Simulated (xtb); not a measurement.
Harmonic IR lines of one isomer of C$_{4}$H$_{7}$ClSi, unscaled. Calculation: GFN2-xTB in xtb.

```tsv
wavenumber (cm⁻¹)	relative intensity
488	3.6
549	26
623	6.6
774	53
792	100
824	39
966	5.1
1000	4.4
1117	7.2
1613	16
2255	95
2261	100
3060	11
3141	8.7
```

Q: Which structure gives these lines?
A) `C=C/C(Cl)=C\[SiH3]`
B) `C=C(Cl)/C=C/[SiH3]`
C) `C=C([SiH3])/C=C\Cl`
D) `C=C/C(Cl)=C/[SiH3]`

A: D, `C=C/C(Cl)=C/[SiH3]`
